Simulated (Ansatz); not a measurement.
Basis sets compared for CdCl₂⁺. Total charge 1; doublet. Geometry r2SCAN-D4/def2-TZVP. Ansatz on 4 threads of Arm Neoverse V2 on a shared host; times are rough, and most runs start from earlier orbitals.

| atom | x (Å) | y (Å) | z (Å) |
| --- | --- | --- | --- |
| Cd1 | -0.0001 | -0.0011 | -0.0007 |
| Cl2 | -2.1724 | 0.5778 | -0.4553 |
| Cl3 | 2.1725 | -0.5767 | 0.4560 |

In the def2 sets Cd takes a core potential, while STO-3G treats all electrons; there is no spin–orbit coupling. At PBE-D4/def2-SVP, PBE-D4/def2-TZVP the gap within one spin of the charge 1 doublet nearly closes, so an electron or hole may be smeared out by delocalisation error. The structure comes from a short search, and lower isomers may exist.

STO-3G and 6-31G are all-electron sets without relativity, so their totals don't compare with the def2 sets.

| level | functions | energy (Eh) | HOMO (eV) | LUMO (eV) | wall time |
| --- | --- | --- | --- | --- | --- |
| HF/STO-3G | 45 | -6320.6385 | -14.07 | -7.85 | 0.5 s |
| PBE-D4/def2-SVP | 67 | -1087.1733 | -13.64 | -13.64 | 2.4 s |
| PBE0-D4/def2-SVP | 67 | -1087.2258 | -14.38 | -13.18 | 3.9 s |

Problem. Estimate the rows for HF/def2-TZVP, PBE-D4/def2-TZVP, PBE0-D4/def2-TZVP (with forces).

Solution. 
| level | functions | energy (Eh) | HOMO (eV) | LUMO (eV) | wall time |
| --- | --- | --- | --- | --- | --- |
| HF/def2-TZVP | 114 | -1085.6175 | -16.24 | -8.85 | 1.6 s |
| PBE-D4/def2-TZVP | 114 | -1087.5308 | -13.68 | -13.62 | 4.1 s |
| PBE0-D4/def2-TZVP (with forces) | 114 | -1087.5792 | -14.31 | -13.12 | 14 s |
